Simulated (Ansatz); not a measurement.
Basis-set series for CH4AlClF2Si, SMILES `F[CH]([SiH3])[Al]([F])[Cl]`. Charge 0, multiplicity 1. All single points use the PBE0-D4/def2-TZVP geometry. It is one conformer, not always the lowest.

```xyz
10

F     1.3301    0.0000    1.4272
C     0.1098   -0.1531    0.7461
Si    0.3703   -1.2456   -0.7787
Al   -0.6655    1.6058    0.3544
F    -2.1943    1.6496   -0.2429
Cl    0.3666    3.3850    0.6225
H    -0.5818   -0.6883    1.4133
H     0.9787   -2.5447   -0.3969
H     1.2530   -0.5506   -1.7516
H    -0.9669   -1.4581   -1.3934
```

```json
{"functional": "PBE0-D4", "basis": "def2-TZVPP", "functions": "275", "energy (Eh)": "-1231.96924", "HOMO (eV)": "-8.38", "LUMO (eV)": "-1.03"}
{"functional": "PBE0-D4", "basis": "def2-QZVPP", "functions": "501", "energy (Eh)": "-1232.01368", "HOMO (eV)": "-8.41", "LUMO (eV)": "-1.09"}
{"functional": "ωB97M-V", "basis": "def2-TZVPP", "functions": "275", "energy (Eh)": "-1232.46442", "HOMO (eV)": "-10.60", "LUMO (eV)": "0.61"}
{"functional": "ωB97M-V", "basis": "def2-QZVPP", "functions": "501", "energy (Eh)": "-1232.50621", "HOMO (eV)": "-10.63", "LUMO (eV)": "0.36"}
```

**Question.** Give the rows for def2-SVP. (Estimate.)

**Answer.** Ansatz gave: 
```json
{"functional": "PBE0-D4", "basis": "def2-SVP", "functions": "116", "energy (Eh)": "-1231.32756", "HOMO (eV)": "-8.28", "LUMO (eV)": "-0.90"}
{"functional": "ωB97M-V", "basis": "def2-SVP", "functions": "116", "energy (Eh)": "-1231.81771", "HOMO (eV)": "-10.47", "LUMO (eV)": "0.85"}
```

Positive LUMOs are unbound and depend on the basis.
